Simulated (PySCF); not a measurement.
Isomers of C8H8O2S, from PySCF 2.14.0, PBE0-D3(BJ)/def2-SVP geometry optimisation, gas phase. One conformer each, no zero-point energy, no frequencies.

Question: Which isomer lies lowest at this level?
A. `[O:1]=[S:2]1(=[O:3])[CH2:4][CH2:5][c:6]2[cH:7][cH:8][cH:9][cH:10][c:11]21` with O1–S2–C4–C5 143°, S2–C4–C5–C6 -33°, C4–C5–C6–C7 -158°, O1–S2–C11–C10 48°: A = 1902, B = 861.0, C = 679.3 MHz, dipole 5.22 D
B. `[CH2:1]=[CH:2][S:3](=[O:4])(=[O:5])[c:6]1[cH:7][cH:8][cH:9][cH:10][cH:11]1` with C1–C2–S3–O4 2°, C2–S3–C6–C7 93°: A = 1952, B = 687.1, C = 624.8 MHz, dipole 4.82 D
C. `[CH3:1][S:2][c:3]1[cH:4][cH:5][c:6]([C:7](=[O:8])[OH:9])[cH:10][cH:11]1` with C1–S2–C3–C4 -2°, C5–C6–C7–O8 179°, C6–C7–O9–H 180°: A = 3063, B = 450.7, C = 393.9 MHz, dipole 3.30 D

Answer: C. That is 4-(methylthio)benzoic acid (`CSC1=CC=C(C(=O)O)C=C1`), 55.7 kcal/mol below the next.

```csv
SMILES,mapped SMILES,E (Eh),relative (kcal/mol),relative (kJ/mol),dipole (D)
CSc1ccc(C(=O)O)cc1,[CH3:1][S:2][c:3]1[cH:4][cH:5][c:6]([C:7](=[O:8])[OH:9])[cH:10][cH:11]1,-857.23346,0.0,0.0,3.30
O=S1(=O)CCc2ccccc21,[O:1]=[S:2]1(=[O:3])[CH2:4][CH2:5][c:6]2[cH:7][cH:8][cH:9][cH:10][c:11]21,-857.14474,55.7,232.9,5.22
C=CS(=O)(=O)c1ccccc1,[CH2:1]=[CH:2][S:3](=[O:4])(=[O:5])[c:6]1[cH:7][cH:8][cH:9][cH:10][cH:11]1,-857.10294,81.9,342.7,4.82
```

As drawn, the lowest has a C=O bond, an O–H bond and a C(=O)–O unit, which the highest lacks; the highest has an S=O bond and a C=C bond outside aromatic rings, which the lowest lacks.
